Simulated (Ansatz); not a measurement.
`[OH][InH2]` + HCl → `[Cl][InH2]` + H₂O at 600 K and 1 bar (ligand exchange at the In–O bond).

Isolated molecules relaxed with PBE0-D4/def2-TZVP in Ansatz; ΔE leaves out vibrations. CBS: MP2 limit from def2 TZ/QZ plus the TZ coupled-cluster correction, frozen cores. This one scheme is used for every species. def2 core potentials past Kr. For In outer-core shells are correlated without core-valence functions, which leaves a few kJ/mol of doubt a bond.

```json
{"species": "`[OH][InH2]`", "CCSD(T)/CBS energy (Eh)": "-266.78179", "H − E (kJ/mol)": "100.4", "S (J/(mol·K))": "326.1"}
{"species": "HCl", "CCSD(T)/CBS energy (Eh)": "-460.38127", "H − E (kJ/mol)": "35.4", "S (J/(mol·K))": "207.2"}
{"species": "`[Cl][InH2]`", "CCSD(T)/CBS energy (Eh)": "-650.81839", "H − E (kJ/mol)": "65.0", "S (J/(mol·K))": "319.0"}
{"species": "H₂O", "CCSD(T)/CBS energy (Eh)": "-76.37941", "H − E (kJ/mol)": "76.8", "S (J/(mol·K))": "212.8"}
```

H − E and S are ideal-gas, rigid-rotor, harmonic terms from PBE0-D4/def2-TZVP. 1 Eh = 2625.50 kJ/mol, R = 8.31446 J/(mol·K).

By hand: ΔE, ΔH, ΔS and ΔG.

ΔE = (-650.81839) + (-76.37941) − (-266.78179) − (-460.38127) = -0.03474 Eh = -91.2 kJ/mol. Δ(H − E) = 65.0 + 76.8 − 100.4 − 35.4 = 6.0, so ΔH = -85.2 kJ/mol. ΔS = 319.0 + 212.8 − 326.1 − 207.2 = -1.5 J/(mol·K). ΔG = -85.2 − 600 × (-1.5)/1000 = -84.3 kJ/mol.

By hand: the equilibrium constant, and the temperature at which ΔG would vanish if ΔH and ΔS stayed fixed.

log₁₀ K = −ΔG/(RT ln 10) = 7.3. ΔG = 0 at ΔH/ΔS = 56800 K, far beyond where these terms or the molecules hold.

The number of gas molecules stays the same, so ΔS is small and ΔH decides. A doubt of 5 kJ/mol in ΔE shifts log₁₀ K by 0.4 here. These are equilibria of isolated gas molecules and say nothing of rates. Largest T1 diagnostic: 0.017 (customary marks: 0.02 for closed shells, 0.045 for open ones).
